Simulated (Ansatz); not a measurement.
Total energies of C3H5FSi, SMILES `C=C1C[SiH]1F`.

Z-matrix (Å, degrees):
```
C
C 1 1.536
Si 1 1.839 2 63.6
H 1 1.090 2 114.9 3 112.4
H 1 1.090 2 117.2 3 -112.9
C 2 1.320 1 135.1 3 -180.0
F 3 1.594 1 120.3 2 107.3
H 3 1.474 1 122.8 2 -108.1
H 6 1.085 2 121.3 1 178.4
H 6 1.088 2 121.9 1 -1.2
```

Total charge 0; spin multiplicity 1. All single points use the PBE0-D4/def2-TZVP geometry. Basis def2-TZVPP, Ansatz 0.2.0.

RPA on PBE orbitals: Hartree–Fock energy of these orbitals -504.91386 Eh, correlation -1.37656 Eh (frozen core).

| functional | energy without D4 (Eh) | D4 term (kJ/mol) |
| --- | --- | --- |
| LDA (SPW92) | -503.85685 | – |
| PBE | -506.34454 | -19.6 |
| revPBE | -506.61891 | -61.4 |
| BLYP | -506.68312 | -43.6 |
| r2SCAN | -506.60985 | -4.8 |
| B97M-V | -506.64569 | – |
| PBE0 | -506.38543 | -16.5 |
| B3LYP | -506.77391 | -31.7 |
| r2SCANh | -506.59723 | -5.0 |
| r2SCAN0 | -506.57944 | -5.6 |
| HSE06 (plane-wave form) | -506.36790 | -15.3 |
| BHLYP | -506.63759 | -23.8 |
| CAM-B3LYP | -506.66371 | -16.7 |
| LC-ωPBE | -506.51734 | – |
| ωB97X-V | -506.63295 | – |
| ωB97M-V | -506.64819 | – |
| B2PLYP | -506.46779 | – |
| PBE-QIDH | -506.26875 | – |

B3LYP takes the VWN-RPA correlation (the form of Gaussian; ORCA's B3LYP/G). HSE06 is the plane-wave form, built on full-range PBE exchange. The double hybrids freeze the cores in their second-order part.

LC-ωPBE has ω = 0.4 bohr⁻¹.
